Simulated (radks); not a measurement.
These are the eigenvalues of the occupied orbitals of an atom or ion with whole-number occupations (eV). Method: scalar-relativistic Kohn-Sham, SCAN, spin-polarised, spherical densities, finite nucleus; meta-GGA in the generalised Kohn-Sham scheme; Fermi nuclear charge, rms radius of each element as measured or else 0.836 A^(1/3) + 0.57 fm; computed with a radial shooting solver on a logarithmic mesh with Libxc functionals.

1s up: -83621.51
1s down: -83621.30
2s up: -15161.61
2s down: -15161.49
2p up: -13125.86
2p down: -13125.67
3s up: -3892.585
3s down: -3892.457
3p up: -3300.899
3p down: -3300.737
3d up: -2677.273
3d down: -2677.080
4s up: -1146.022
4s down: -1145.830
4p up: -950.4460
4p down: -950.2769
4d up: -717.2514
4d down: -716.9496
4f up: -458.6908
4f down: -458.1586
5s up: -456.9589
5s down: -452.9822
5p up: -394.0077

Which element is it, and in what charge state? The configuration may be excited. Open shells, if any, are filled with parallel spins first.

Answer. Z = 80, mercury, charge +17: Hg17+ in [Kr] 4d10 4f14 5s2 5p1. The list shows which subshells hold electrons but not how many an open one holds; the 1s level, -3073 hartree, gives Z - s = 78.4 by -(Z - s)^2/2, which with screening and relativity narrows Z to a few neighbours, and the depths of the outer levels then fix element, charge and occupations together.
